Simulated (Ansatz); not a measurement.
Isolated molecules relaxed with PBE0-D4/def2-TZVP in Ansatz; ΔE leaves out vibrations. CCSD(T)/CBS adds triple-zeta CCSD(T) − MP2 to the extrapolated MP2 energy (def2 sets, frozen cores). Functionals use def2-TZVPP. def2 core potentials past Kr. For Ge, Te outer-core shells are correlated without core-valence functions, which leaves a few kJ/mol of doubt a bond. Scalar relativity is left out up to krypton. One conformer a species, not always the lowest.

Consider the formal exchange of groups at a Te–Ge bond: `[OH][GeH2][TeH]` + `C[SiH]1[O][AlH]1` → `C[SiH]1[O][Al]1[TeH]` + `[OH][GeH3]`.

`[OH][GeH2][TeH]`:

```xyz
7

O    -1.460    0.967   -0.280
Ge    0.046    0.420    0.495
Te    1.636   -0.632   -1.212
H    -1.801    0.324   -0.905
H     0.660    1.703    1.061
H    -0.256   -0.631    1.577
H     1.176   -2.151   -0.737
```

`C[SiH]1[O][AlH]1`:

Cartesian coordinates in Å:
```
C 1.290 0.082 0.836
Si -0.493 -0.165 0.356
O -1.108 0.953 -0.744
Al -1.371 -0.465 -1.725
H 1.631 -0.748 1.461
H 1.943 0.151 -0.036
H 1.388 1.003 1.419
H -1.294 -0.262 1.612
H -1.986 -0.547 -3.179
```

`C[SiH]1[O][Al]1[TeH]`:

```xyz
10

C    -0.075    0.620   -1.959
Si    0.808    0.098   -0.406
O     0.121    0.606    1.037
Al   -0.023   -1.110    1.345
Te   -1.033   -2.194    3.392
H     0.028    1.702   -2.090
H     0.372    0.133   -2.830
H    -1.136    0.372   -1.927
H     2.252    0.445   -0.547
H    -1.314   -0.670    3.985
```

`[OH][GeH3]`:

```xyz
6

O     0.603    1.155    0.429
Ge   -0.313   -0.242   -0.194
H     1.420    0.899    0.862
H    -1.558    0.377   -0.834
H    -0.685   -1.185    0.966
H     0.534   -1.005   -1.230
```

```json
{"level": "r2SCAN-D4", "ΔE (eV)": "-0.52"}
{"level": "r2SCAN", "ΔE (eV)": "-0.52"}
{"level": "CCSD(T)/def2-TZVPP", "ΔE (eV)": "-0.56"}
{"level": "MP2/def2-QZVPP", "ΔE (eV)": "-0.55"}
```

Problem. What does CCSD(T)/CBS give? (Best estimate.)

Solution. Computed: -0.54 eV. The listed levels differ from it by 0.02, 0.02, -0.02, -0.01 eV.

Largest T1 diagnostic among the species: 0.015.
